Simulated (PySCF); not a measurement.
Here is a computed GFN2-xTB geometry (Å):
```
atom  x, y, z in Å
C1     3.433    0.162   -0.153
C2     2.395    0.903    0.193
C3     1.059    0.830   -0.456
P4    -0.200    0.105    0.732
C5     0.383   -1.649    0.677
C6    -1.576   -0.049   -0.478
C7    -2.575    1.068   -0.562
C8    -2.969   -0.234    0.051
H9     3.377   -0.544   -0.967
H10    4.380    0.230    0.354
H11    2.475    1.601    1.016
H12    0.704    1.833   -0.708
H13    1.094    0.222   -1.364
H14   -0.318   -2.274    1.227
H15    0.459   -2.005   -0.351
H16    1.359   -1.712    1.156
H17   -1.324   -0.563   -1.402
H18   -2.443    1.916    0.094
H19   -2.975    1.326   -1.531
H20   -3.104   -0.269    1.122
H21   -3.641   -0.880   -0.494
```

Neutral, closed shell.

Read off the bonds between heavy atoms and their formal orders.

C1–C2 1.32 Å (double); C2–C3 1.49 Å (single); C3–P4 1.88 Å (single); P4–C5 1.85 Å (single); P4–C6 1.84 Å (single); C6–C7 1.50 Å (single); C7–C8 1.49 Å (single); C6–C8 1.50 Å (single). Bonds to hydrogen (Å): C1–H9 1.08; C1–H10 1.08; C2–H11 1.08; C3–H12 1.09; C3–H13 1.09; C5–H14 1.09; C5–H15 1.09; C5–H16 1.09; C6–H17 1.09; C7–H18 1.08; C7–H19 1.08; C8–H20 1.08; C8–H21 1.08.

Write the SMILES.

`C=CCP(C)C1CC1`, C7H13P. Among its features: C=C double bond, phosphine and cyclopropane ring.

Name the point group.

C1 (no symmetry element, even within 0.4 Å).

Which rings does it hold (smallest set)?

C6–C7–C8 (3 members).

Classify the heavy atoms.

C1: terminal =CH2 carbon; C2: alkene CH carbon; C3: sp3 carbon bound to phosphorus; P4: phosphine phosphorus; C5: sp3 carbon bound to phosphorus; C6: sp3 carbon bound to phosphorus; C7/C8: three-membered-ring carbon.

What is the arrangement about C6?

It has 4 neighbours (P4, C7, C8, H17) and has angles from 59.6° to 118.2°.

What is the arrangement about P4?

It has 3 neighbours (C3, C5, C6) and is pyramidal (angles 97.9°, 97.8° and 96.8°, sum 292.5°, 0.92 Å off the plane of its three neighbours).
